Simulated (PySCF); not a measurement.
## S (sulfur, neutral) across methods

[Ne] 3s1 3p4 3d1, one real determinant (an excited configuration). Calculation: PySCF 2.14, in dyall-av3z; the non-relativistic Hamiltonian (point nucleus). The B2PLYP total includes its PT2 part (frozen core); its orbital energies are those of the SCF part.

| method | E (hartree) | mean ε 3p α (eV) | mean ε 3p β (eV) | mean ε 3d α (eV) | Σ⟨r²⟩ (bohr²) | ⟨S²⟩ |
| --- | --- | --- | --- | --- | --- | --- |
| PBE | -397.2594 | -10.890 | -8.244 | 1.177 | 35.96 | 6.004 |
| TPSSh | -397.4430 | -11.688 | -8.655 | 0.902 | 35.80 | 6.005 |
| r2SCAN | -397.4114 | -11.521 | -8.284 | 1.132 | 35.86 | 6.009 |
| BHandHLYP | -397.4134 | -13.824 | -10.122 | 0.061 | 35.88 | 6.006 |
| UHF | -396.83093 | -16.850 | -10.501 | -1.350 | 35.88 | 6.017 |
| LDA | -396.0419 | -10.960 | -8.232 | 1.238 | 36.17 | 6.004 |
| PBE0 | -397.2857 | -12.515 | -9.173 | 0.488 | 35.78 | 6.005 |
| B2PLYP | -397.2930 | -13.949 | -9.871 | -0.009 | 35.94 | 6.008 |

(1) Estimate the same row for BLYP.

⟨L²⟩ = 8.04 against 12 for a pure F term, so this real determinant mixes terms. The outer electron is Rydberg-like, and this basis confines it to a smaller radius and binds it less than a complete one would.

The highest occupied level is positive at PBE, TPSSh, BLYP, r2SCAN, BHandHLYP, LDA, PBE0: only the finite basis holds that electron, which in a density functional comes from self-interaction.

Answers

(1) E (hartree) = -397.4295; mean ε 3p α (eV) = -10.579; mean ε 3p β (eV) = -8.305; mean ε 3d α (eV) = 1.412; Σ⟨r²⟩ (bohr²) = 36.22; ⟨S²⟩ = 6.004.
